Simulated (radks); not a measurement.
All-electron atom: S2+ in [He] 2s2 2p5.5 3s2 3p2 4s0.5 (fractional occupations, a model configuration).

Method: scalar-relativistic Kohn-Sham, PBE, spin-unpolarised, spherical densities, finite nucleus; Fermi nuclear charge, rms radius 3.2611 fm; computed with a radial shooting solver on a logarithmic mesh with Libxc functionals.

Energy parts (eV):
| part | energy |
|---|---|
| total | -10735.707 |
| kinetic | 10778.848 |
| electron-nucleus | -25120.614 |
| Hartree | 4262.681 |
| exchange-correlation | -656.622 |

Orbitals (lengths in bohr, moments of r in powers of bohr; <r^-3> diverges for s and p1/2; r(90%) holds 90 % of the orbital's charge):
orbital	occ.	eigenvalue (eV)	<r>	<r^-3>	<r^4>	r(90%)
1s	2	-2454.715	0.09685	-	0.0004116	0.173
2s	2	-252.5063	0.4730	-	0.1271	0.739
2p	5.5	-198.2833	0.4338	84.23	0.1169	0.720
3s	2	-44.0674	1.511	-	10.84	2.25
3p	2	-32.1168	1.662	8.650	17.22	2.53
3d	0	-15.9279	2.123	0.4975	57.80	3.43
4s	0.5	-13.2883	3.818	-	388.6	5.49
4p	0	-10.4275	4.372	1.564	673.8	6.31

The highest occupied level is 4s at -13.288 eV. The configuration is held as typed, so some empty levels lie below it. The electron density at the nucleus is 2969 e/bohr^3 (large components only). The density falls to 0.001 e/bohr^3 at r = 3.93 bohr. Summed over all electrons, <r^2> = 21.71 bohr^2, which gives a Langevin (diamagnetic) susceptibility term of -17.2 x 10^-6 cm^3/mol.
